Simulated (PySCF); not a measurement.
How methods differ on the ionisation energy of Cs⁵³⁺

Cs⁵³⁺ 1s2 → Cs⁵⁴⁺ 1s1 [1s1/2^1, M_J = 1/2], as a difference of total energies. Computed with PySCF 2.14 in an uncontracted even-tempered set (15 s from 130 bohr⁻², ratio 2.4; 11 p from 170 bohr⁻², ratio 2.4; 3 d from 540 bohr⁻², ratio 2.6; 3 f from 810 bohr⁻², ratio 2.6), with the two-component X2C-1e Hamiltonian. Correlated levels: nothing frozen; the 32 highest virtual spinors dropped. "Screened" scales the spin-orbit matrix elements by Boettger's factors to mimic the two-electron term; Breit and QED terms are absent.

| method | ionisation energy (eV) | difference from reference (eV) |
| --- | --- | --- |
| GHF (screened spin-orbit) | 41935.4 | +74.3 |
| GMP2 (screened spin-orbit) | 41937.0 | +75.9 |

Reference: 41861.1 eV (theoretical estimate listed by NIST; NIST Atomic Spectra Database, ionization energies).

For this ion Breit and QED terms and the two-electron picture change, all absent here, outweigh the correlation shift from GHF to GMP2.
